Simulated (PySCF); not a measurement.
# Ions at one geometry of [Bi(H2O)3]3+

PySCF 2.14.0, RKS PBE0, Bi def2-SVP with ECP60, O def2-SVP, H def2-SVP; non-relativistic Hamiltonian with scalar-relativistic core potentials where named; density fitting; no spin-orbit coupling; singlets restricted, open shells unrestricted. The geometry is relaxed for charge +3, singlet, vacuum (a saddle point, kept by symmetry):

```xyz
10

Bi    0.0000    0.0000    0.0000
O     2.3093    0.0000    0.0000
H     2.9106   -0.7408    0.2622
H     2.9106    0.7408   -0.2622
O    -1.1546    1.9999    0.0000
H    -0.8137    2.8910    0.2622
H    -2.0968    2.1503   -0.2622
O    -1.1546   -1.9999    0.0000
H    -2.0968   -2.1502    0.2622
H    -0.8138   -2.8910   -0.2622
```

Energies count from the relaxed state; an electron taken off or put on is at rest in vacuum. Charges and spins are Mulliken's.

| state | energy (eV) | spin squared | charge on Bi1 (e) | spin on Bi1 (e) | dipole about the centre of mass (D) |
| --- | --- | --- | --- | --- | --- |
| charge +3, singlet, vacuum | 0.00 | 0.00 | 1.97 | 0.00 | 0.00 |
| charge +2, doublet, vacuum | -17.80 | 0.75 | 1.29 | 0.97 | 0.00 |

What does the state charge +4, doublet, vacuum give?

energy (eV) 27.43, spin squared 0.78, charge on Bi1 (e) 2.14, spin on Bi1 (e) -0.11, dipole about the centre of mass (D) 0.71.

With an electron taken off (doublet) the charges change, summed by element, by Bi +0.18 e, O +0.54 e, H +0.29 e. The vertical ionisation energy is 27.43 eV, against −ε(HOMO) = 25.33 eV of the relaxed state. The level lies 2.1 eV too high, as is usual for semilocal functionals and global hybrids, which keep a self-interaction error.

With an electron put on (doublet) the charges change, summed by element, by Bi -0.68 e, O -0.06 e, H -0.27 e. The vertical electron affinity is 17.80 eV, against −ε(LUMO) = 20.01 eV of the relaxed state.

Open shells may have lower solutions than those found.
